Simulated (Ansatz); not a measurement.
System: H₂SiO, net charge 1, doublet state. SMILES of the parent species: O=[SiH2]

Atoms: Si1, O2, H3, H4. Bonds: Si1-O2, Si1-H3, Si1-H4.

Bond lengths (Å) and angles (degrees) optimised at HF/STO-3G with Ansatz (an electronic-structure program); HF/3-21G with Ansatz; HF/6-31G* with Ansatz; PBE/6-31G* with Ansatz; B3LYP/LANL2DZ with Ansatz; B3LYP/6-31G* with Ansatz, each started from the B3LYP-D3(BJ)/def2-TZVP structure (Ansatz) of the last column. A row stands for all coordinates that are equal there. 6-31G* holds six Cartesian d functions. No wavenumbers were computed at HF/STO-3G, PBE/6-31G*, B3LYP/LANL2DZ, so these may be saddle points.

```csv
coordinate,HF/STO-3G,HF/3-21G,HF/6-31G*,PBE/6-31G*,B3LYP/LANL2DZ,B3LYP/6-31G*,B3LYP-D3(BJ)/def2-TZVP
Si1-O2,1.649,1.677,1.613,1.623,1.681,1.622,1.606
Si1-H3,1.436,1.458,1.451,1.496,1.475,1.476,1.472
O2-Si1-H3,116.4,114.9,115.5,115.3,114.6,115.0,115.1
H3-Si1-H4,127.2,130.2,129.0,129.3,130.7,129.9,129.7
```

Mean signed difference of all 3 bond lengths from B3LYP-D3(BJ)/def2-TZVP: HF/STO-3G -0.009 Å, HF/3-21G 0.014 Å, HF/6-31G* -0.012 Å, PBE/6-31G* 0.022 Å, B3LYP/LANL2DZ 0.027 Å, B3LYP/6-31G* 0.008 Å.
